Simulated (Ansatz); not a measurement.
Reaction (ligand exchange at a Ti–O bond): `O[Si](O)(O)[O][Ti]([OH])([OH])[OH]` + HCl → `[OH][Ti]([OH])([OH])[Cl]` + `O[Si](O)(O)O`

Isolated molecules relaxed with PBE0-D4/def2-TZVP in Ansatz; ΔE leaves out vibrations. CCSD(T)/CBS adds triple-zeta CCSD(T) − MP2 to the extrapolated MP2 energy (def2 sets, frozen cores). This one scheme is used for every species. DFT in def2-TZVPP. B3LYP here is the variant with VWN-RPA as its local correlation; programs differ in this. HSE06 is defined as in plane-wave codes. For Ti outer-core shells are correlated without core-valence functions, which leaves a few kJ/mol of doubt a bond. Scalar relativity is left out up to krypton. Each species was taken in one conformer, which may not be the lowest.

| level | ΔE (kJ/mol) | difference from CCSD(T)/CBS |
| --- | --- | --- |
| LDA (SPW92) | -9.7 | -2.5 |
| PBE-D4 | -13.2 | -6.0 |
| revPBE-D4 | -11.6 | -4.4 |
| BLYP-D4 | -6.8 | 0.4 |
| r2SCAN-D4 | -15.0 | -7.8 |
| B97M-V | -16.5 | -9.3 |
| r2SCANh-D4 | -15.4 | -8.2 |
| r2SCAN0-D4 | -15.8 | -8.6 |
| HSE06-D4 | -15.3 | -8.1 |
| BHLYP-D4 | -8.7 | -1.5 |
| CAM-B3LYP-D4 | -6.3 | 0.9 |
| ωB97X-V | -10.6 | -3.4 |
| ωB97M-V | -11.7 | -4.5 |
| B2PLYP | -16.3 | -9.1 |
| PBE-QIDH | -17.4 | -10.2 |
| PBE | -19.6 | -12.4 |
| revPBE | -24.4 | -17.2 |
| BLYP | -18.7 | -11.5 |
| r2SCAN | -17.5 | -10.3 |
| PBE0 | -20.8 | -13.6 |
| B3LYP | -18.6 | -11.4 |
| r2SCANh | -18.1 | -10.9 |
| r2SCAN0 | -18.7 | -11.5 |
| HSE06 | -21.2 | -14.0 |
| BHLYP | -17.2 | -10.0 |
| CAM-B3LYP | -12.8 | -5.6 |
| LC-ωPBE | -14.9 | -7.7 |
| HF/def2-SVP | -1.9 | 5.3 |
| MP2/def2-SVP | 10.2 | 17.4 |
| CCSD/def2-SVP | 17.0 | 24.2 |
| CCSD(T)/def2-SVP | 15.2 | 22.4 |
| HF/def2-TZVPP | -19.6 | -12.4 |
| MP2/def2-TZVPP | -11.9 | -4.7 |
| SCS-MP2/def2-TZVPP | -10.1 | -2.9 |
| CCSD/def2-TZVPP | -4.5 | 2.7 |
| CCSD(T)/def2-TZVPP | -5.2 | 2.0 |
| HF/def2-QZVPP | -18.8 | -11.6 |
| SCS-MP2/def2-QZVPP | -11.1 | -3.9 |
| HF/CBS(def2) | -18.7 | -11.5 |
| CCSD/CBS(def2) | -6.5 | 0.7 |
| CCSD(T)/CBS | -7.2 | 0 |

Largest T1 diagnostic among the species: 0.024, so the coupled-cluster value is less sure than usual.

In def2-TZVPP, CCSD(T) changes the Hartree–Fock value by +14.4 kJ/mol (the triples alone add −0.7 kJ/mol) and MP2 by +7.7 kJ/mol. At CCSD(T), def2-SVP lies +22.4 kJ/mol from the extrapolated value and def2-TZVPP +2.0 kJ/mol.

CCSD(T)/CBS has its own doubt, a few kJ/mol and more with outer-core shells, so smaller differences from it don't rank the levels.
